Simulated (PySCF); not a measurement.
# First hyperpolarisability: `COc1ccc(C(F)(F)F)s1`, C6H5F3OS

Molfile (atoms numbered from 1):
```
C6H5F3OS
     RDKit          3D

 16 16  0  0  0  0  0  0  0  0999 V2000
    3.1599   -0.1774    0.2594 C   0  0  0  0  0  0  0  0  0  0  0  0
    2.1083   -0.9360   -0.2870 O   0  0  0  0  0  0  0  0  0  0  0  0
    0.8809   -0.4437   -0.1426 C   0  0  0  0  0  0  0  0  0  0  0  0
    0.4359    0.7087    0.4634 C   0  0  0  0  0  0  0  0  0  0  0  0
   -0.9786    0.8282    0.3818 C   0  0  0  0  0  0  0  0  0  0  0  0
   -1.5710   -0.2165   -0.2702 C   0  0  0  0  0  0  0  0  0  0  0  0
   -3.0207   -0.3883   -0.5573 C   0  0  0  0  0  0  0  0  0  0  0  0
   -3.3022   -0.2544   -1.8602 F   0  0  0  0  0  0  0  0  0  0  0  0
   -3.7399    0.5235    0.1014 F   0  0  0  0  0  0  0  0  0  0  0  0
   -3.4612   -1.6000   -0.1979 F   0  0  0  0  0  0  0  0  0  0  0  0
   -0.4121   -1.3870   -0.8099 S   0  0  0  0  0  0  0  0  0  0  0  0
    4.0860   -0.7244    0.0472 H   0  0  0  0  0  0  0  0  0  0  0  0
    3.0430   -0.0646    1.3508 H   0  0  0  0  0  0  0  0  0  0  0  0
    3.2106    0.8228   -0.2036 H   0  0  0  0  0  0  0  0  0  0  0  0
    1.0843    1.4365    0.9481 H   0  0  0  0  0  0  0  0  0  0  0  0
   -1.5492    1.6601    0.7949 H   0  0  0  0  0  0  0  0  0  0  0  0
  1  2  1  0
  2  3  1  0
  3  4  2  0
  4  5  1  0
  5  6  2  0
  6  7  1  0
  7  8  1  0
  7  9  1  0
  7 10  1  0
  6 11  1  0
 11  3  1  0
  1 12  1  0
  1 13  1  0
  1 14  1  0
  4 15  1  0
  5 16  1  0
M  END
```

Level of theory: PySCF, quadratic response CAM-B3LYP/aug-cc-pVDZ first hyperpolarisability, Taylor convention, gas phase. Geometry: PBE0-D3(BJ)/def2-SVP.

(1) Give β for the processes computed.

(2) Which lowest excitations, dipole and polarisabilities go with it?

## Answers

(1) In au, Taylor convention; the vector part is βᵢ = ⅓ Σⱼ (βᵢⱼⱼ + βⱼᵢⱼ + βⱼⱼᵢ); β∥ is 3/5 of the vector part along the dipole, the dipole points from − to +:
| process | λ (nm) | β vector norm | β∥ | β HRS | depolarisation ratio |
| --- | --- | --- | --- | --- | --- |
| static β(0;0,0) | ∞ | 129.5 | 15.1 | 75.2 | 2.56 |
| second harmonic β(−2ω;ω,ω) | 1907 | 140.1 | 20.4 | 80.8 | 2.57 |
| Pockels β(−ω;ω,0) | 1907 | 132.8 | 16.7 | – | – |
| second harmonic β(−2ω;ω,ω) | 1064 | 170.7 | 36.3 | 96.6 | 2.63 |
| Pockels β(−ω;ω,0) | 1064 | 140.9 | 20.9 | – | – |

(2) S1 5.17 eV (f = 0.188); S2 5.60 eV (f = 0.001); S3 5.75 eV (f = 0.010); dipole 4.60 D; isotropic α 96.2 au static, 96.5 au at 1907 nm, 97.2 au at 1064 nm, 97.4 au at 953.5 nm, 100.6 au at 532 nm.
